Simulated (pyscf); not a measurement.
PySCF, gas phase, ωB97X-D3(BJ)/def2-SVP geometries.

SMILES: O(P)P(O)O
```xyz
9

O     -0.4027     1.3828    -1.2630
P     -0.9293     0.0135    -0.5122
O      0.5415    -0.6314    -0.2156
O     -1.3684    -0.8203    -1.8899
P     -1.9578    -2.3864    -1.8473
H     -1.1134     2.0235    -1.3915
H      1.1513    -0.4965    -0.9586
H     -2.7965    -2.2964    -0.6872
H     -0.9109    -3.0125    -1.0981
```
Charge 0, spin multiplicity 1.

Question: What is the homolytic dissociation enthalpy (298 K, ωB97M-D3(BJ)/def2-TZVP) of the O–P bond of `[OH][P]([OH])[O][PH2]`, to HO–P•–OH + •O–PH₂?

Answer: O–P to HO–P•–OH + •O–PH₂: 75.7 kcal/mol. The 7 functionals that were run give +64.2 (PBE) to +77.2 kcal/mol (M06-2X). •O–PH₂ lies 8.3 kcal/mol over its isomer HO–PH•, and others may lie lower still (electronic energy, ωB97M-D3(BJ)). Other isomers of HO–P•–OH were not searched in full and may lie lower.
